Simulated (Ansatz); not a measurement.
Species: CH$_{4}$SSi, SMILES `C=[SiH]S` (C–Si–S–H torsion 1°) (charge 0, multiplicity 1).

Q: Give a relaxed geometry from PBE0-D3(BJ)/def2-TZVP run with Ansatz (a first-principles code).

A: One answer among several that fit: the end point of this relaxation, one of several conformers (outside a Z-matrix the atoms follow the SMILES, hydrogens last).
Cartesian coordinates (Å) in one orientation:
```xyz
7

C     -1.081    -0.552     0.157
Si     0.059     0.686    -0.034
S      2.158     0.499     0.065
H     -0.826    -1.584     0.359
H     -2.137    -0.323     0.075
H     -0.285     2.095    -0.306
H      2.112    -0.820     0.324
```
